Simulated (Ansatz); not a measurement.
Molecule: sum formula TaO2Cl (charge 0, singlet). 
Structure (B3LYP-D3(BJ)/def2-TZVP (Ansatz, a first-principles code) minimum search):
SMILES: [O]=[Ta](=[O])[Cl]
```xyz
4

Ta     0.1890     0.0176     0.2447
O      1.5380    -0.8036    -0.4778
O     -0.6382    -1.1506     1.2281
Cl    -1.2352     0.8438    -1.4040
```
Charge 0, spin multiplicity 1.

Property: vertical electron affinity (to the doublet state of charge -1; a negative value means that the extra electron is unbound and the number depends on the basis; each state is the SCF solution reached for its spin; for the singlet T1 is 0.027), in eV. Cores are frozen in the correlated levels unless marked. Open shells are spin-unrestricted. Spin-orbit coupling is left out. The frozen core is the preceding noble-gas configuration, with the filled d and f shells of earlier blocks. Past Kr the def2 sets carry scalar-relativistic core potentials. Anions need diffuse functions: def2-D sets add few. CBS(X,Y): correlation extrapolated as X^-3; Hartree-Fock from the larger set.

```tsv
level	program	vertical electron affinity (eV)
HF/def2-SVPD	Ansatz	2.60
HF/def2-TZVPPD	Ansatz	2.57
HF/def2-QZVPPD	Ansatz	2.57
SVWN5/def2-TZVPD	Ansatz	2.54
PBE/def2-TZVPD	Ansatz	2.40
r2SCAN/def2-TZVPD	Ansatz	2.55
B3LYP/def2-TZVPD	Ansatz	2.61
PBE0/def2-TZVPD	Ansatz	2.58
BHLYP/def2-TZVPD	Ansatz	2.68
CAM-B3LYP/def2-TZVPD	Ansatz	2.73
wB97M-V/def2-TZVPD	Ansatz	2.57
wB97X-V/def2-TZVPD	Ansatz	2.57
wB97X/def2-TZVPD	Ansatz	2.51
B2PLYP/def2-TZVPD	Ansatz	2.39
MP2/def2-SVPD	Ansatz	2.17
RI-MP2/CBS(def2-TZVPPD,def2-QZVPPD)	Ansatz	2.27
SCS-MP2/def2-SVPD	Ansatz	2.15
CCSD/def2-SVPD	Ansatz	2.52
CCSD(T)/def2-SVPD	Ansatz	2.44
```
